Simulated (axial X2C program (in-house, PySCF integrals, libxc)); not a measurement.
**Correcting the dissociation energy of GaN for spin–orbit coupling**

A spin-free PBE0 curve (one-electron X2C) was computed with an in-house all-electron X2C program for linear molecules (integrals from PySCF), basis Ga dyall-cv3z [9s9p7d4f1g], N dyall-av3z [7s7p3d2f] (cores contracted in-house), for the state M_S = 1, Λ = 0 (beyond evenly filled blocks: π+α, π-α). It gives D0 = 2.223 eV to Ga + N, which in a spin-free picture are the weighted means of the ground terms.

Measured levels of the ground terms (NIST Handbook of Basic Atomic Spectroscopic Data), in cm⁻¹: Ga 2P: J = 1/2 at 0, J = 3/2 at 826.2; N 4S: J = 3/2 at 0.

The molecular state has Λ = 0, so it has no first-order lowering.

Task: How far does each ground level lie under the (2J+1)-weighted mean of its term?

Result: Ga: (2 × 0 + 4 × 826.2)/6 = 551 cm⁻¹; N: a single level, 0.

Task: Correct D0.

Result: D0 = 2.223 + (0 − 551)/8065.5 = 2.155 eV at PBE0 with these spin–orbit terms.

Second-order spin–orbit effects in the molecule, which grow quickly with Z, are left out. The state is a single determinant with fixed occupations, the lowest that a limited PBE0 search found. De is counted from the lowest determinant-based energies of the atoms at the same level, without counterpoise correction. PBE0 can misorder states that lie within some tenths of an eV, so this need not be the ground state of the molecule. The nearest other spin-free determinant of the search, M_S = 1, Λ = 1, lies 0.40 eV up at the distance of the search.
